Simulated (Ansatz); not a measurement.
A geometry relaxed with PBE0-D3(BJ)/def2-TZVP (Ansatz, a quantum-chemistry and plane-wave program), charge 0, multiplicity 1:

```xyz
7

H     -0.9763     1.1795    -0.0445
C     -0.9542     0.1256     0.2299
S      1.9592     0.2198    -0.5085
H     -0.7080     0.0137     1.2855
H     -1.9345    -0.3182     0.0395
S      0.2097    -0.7794    -0.8066
H      2.4041    -0.4410     0.5797
```

Q: Write the SMILES of this molecule.

A: `CSS`
